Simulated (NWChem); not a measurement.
**Ionisation of hydrogen iodide (HI)**

```
I
H 1 1.6328
```
Charge 0, spin multiplicity 1.

All runs are NWChem calculations. Structure: optimised with PBE/def2-SVP with def2 effective core potentials on I, a minimum by its harmonic frequencies.

Basis set: def2-TZVP. −ε marks an orbital energy of the parent.

Effective core potentials replace the inner electrons of I; spin-orbit coupling is left out. B3LYP has NWChem's definition, with VWN1-RPA local correlation.

Question: One of these methods gave a first vertical ionisation energy of 10.52 eV. Which?
A. −ε(HOMO) of BHandHLYP
B. −ε(HOMO) of PBE
C. −ε(HOMO) of HF
D. −ε(HOMO) of B3LYP

Answer: C, −ε(HOMO) of HF. The others give 7.68 (−ε(HOMO) of B3LYP), 8.92 (−ε(HOMO) of BHandHLYP), 6.76 (−ε(HOMO) of PBE).
